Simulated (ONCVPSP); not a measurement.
## u(r) = r·R(r): atom against pseudo-atom (carbon)

Columns: radius, all-electron u(r) and pseudo u(r) of the 2s shell (level -32.79 eV) of carbon in the configuration [He] 2s2 2p0.5; PBE, scalar-relativistic, ONCV scheme, ONCVPSP 4.0.1.

```
r (bohr)  all-electron  pseudo
   0.108       -0.3768  0.0610
   0.215       -0.3252  0.1332
   0.322       -0.1183  0.2201
   0.430        0.1259  0.3219
   0.538        0.3516  0.4390
   0.645        0.5366  0.5652
   0.752        0.6789  0.6850
   0.860        0.7805  0.7811
   0.968        0.8437  0.8436
   1.075        0.8741  0.8741
   1.182        0.8788  0.8787
   1.290        0.8631  0.8631
   1.398        0.8324  0.8324
   1.505        0.7916  0.7915
   1.612        0.7439  0.7439
   1.720        0.6919  0.6919
   1.828        0.6383  0.6382
   1.935        0.5852  0.5852
   2.042        0.5335  0.5334
   2.150        0.4834  0.4834
   2.258        0.4362  0.4362
   2.365        0.3925  0.3925
   2.472        0.3520  0.3520
   2.580        0.3144  0.3144
   2.688        0.2801  0.2801
   2.795        0.2491  0.2491
```

(1) How many radial nodes do the two functions have?

(2) At about which radius was the pseudo-wave matched?

(3) Where does each function peak?

(4) Is the pseudo-wave norm-conserving?

Results:

(1) The all-electron 2s function has n − l − 1 = 1; the pseudo-wave has 0, since the states of the same l below it are removed with the core.

(2) 1.10 bohr. The columns agree to 0.0005 from 0.97 bohr on; several derivatives are matched, so the curves merge somewhat inside the radius.

(3) Outermost all-electron maximum near 1.18 bohr, pseudo maximum near 1.18 bohr (to the table’s step).

(4) Yes: the ONCV scheme keeps the norm inside the radius equal to the all-electron one, which fixes the energy derivative of the logarithmic derivative at the level.
